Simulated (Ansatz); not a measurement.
Two isomers of C2H8BNO: A = `CNB(C)O`, B = `COB(C)N`.

Computed with Ansatz on PBE0-D4/def2-TZVP structures; ΔE is electronic, products minus reactants. CCSD(T)/CBS adds triple-zeta CCSD(T) − MP2 to the extrapolated MP2 energy (def2 sets, frozen cores). DFT in def2-TZVPP. B3LYP here is the variant with VWN-RPA as its local correlation; programs differ in this. One conformer a species, not always the lowest.

Task: Which is lower in electronic energy at CCSD(T)/CBS, and by how much? (An estimate is asked.)

Result: Ansatz gave: A, by 3.7 kcal/mol.

Task: Give E(B) − E(A) in kcal/mol with CCSD(T)/def2-TZVPP, CCSD/def2-TZVPP, ωB97M-V, HF/def2-TZVPP, PBE-D4, B3LYP-D4, PBE0-D4. (An estimate is asked.)

Result: Computed: CCSD(T)/def2-TZVPP 3.6, CCSD/def2-TZVPP 3.5, ωB97M-V 3.1, HF/def2-TZVPP 2.0, PBE-D4 3.8, B3LYP-D4 2.9, PBE0-D4 3.8. None reverses the order clearly.

Largest T1 diagnostic: 0.011.

In def2-TZVPP, CCSD(T) changes the Hartree–Fock value by +1.5 kcal/mol (the triples alone add +0.1 kcal/mol) and MP2 by +2.0 kcal/mol.
